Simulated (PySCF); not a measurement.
Al(F)(OH)(SH) (AlFH2OS), SMILES [OH][Al]([F])[SH]. Atoms are numbered in the order given.

```xyz
6

Al    -0.0337    -0.4409     0.0000
F     -1.4757    -1.2622     0.0000
O      1.4479    -1.2500     0.0000
H      1.5835    -2.1986     0.0000
S     -0.0470     1.7206     0.0000
H      1.3053     1.7605     0.0000
```
Charge 0, spin multiplicity 1.

Geometry: PBE0-D3(BJ)/def2-SVP. The values are those of a single conformer.

These are TDA-B3LYP/def2-SVPD run with PySCF values and carry that method's errors.

Vertical excitations. The molecule is in vacuum. State labels are in the subgroup Cs.

| state | symmetry | energy (eV) | λ (nm) | f | main pairs |
|---|---|---|---|---|---|
| S1 | A" | 5.43 | 229 | 0.043 | HOMO→LUMO 99 % |
| S2 | A" | 6.49 | 191 | 0.005 | HOMO→LUMO+2 95 % |
| S3 | A' | 6.71 | 185 | 0.007 | HOMO→LUMO+1 69 %, HOMO−1→LUMO 28 % |
| S4 | A" | 7.15 | 173 | 0.056 | HOMO−2→LUMO 97 % |
| S5 | A' | 7.44 | 167 | 0.218 | HOMO−1→LUMO 44 %, HOMO−3→LUMO 29 %, HOMO→LUMO+1 14 % |
| S6 | A' | 7.49 | 166 | 0.143 | HOMO−3→LUMO 65 %, HOMO−1→LUMO 20 % |
| S7 | A" | 7.49 | 166 | 0.015 | HOMO→LUMO+3 92 % |
| S8 | A" | 7.74 | 160 | 0.018 | HOMO→LUMO+4 94 % |
| S9 | A" | 8.12 | 153 | 0.010 | HOMO−1→LUMO+1 82 % |
| S10 | A" | 8.34 | 149 | 0.012 | HOMO→LUMO+5 91 % |
| T1 | A" | 5.13 | 241 | 0 | HOMO→LUMO 96 % |
| T2 | A' | 5.99 | 207 | 0 | HOMO→LUMO+1 94 % |
| T3 | A" | 6.00 | 207 | 0 | HOMO→LUMO+2 91 % |
| T4 | A' | 6.67 | 186 | 0 | HOMO−1→LUMO 91 % |
Triplets are in the Tamm–Dancoff approximation.
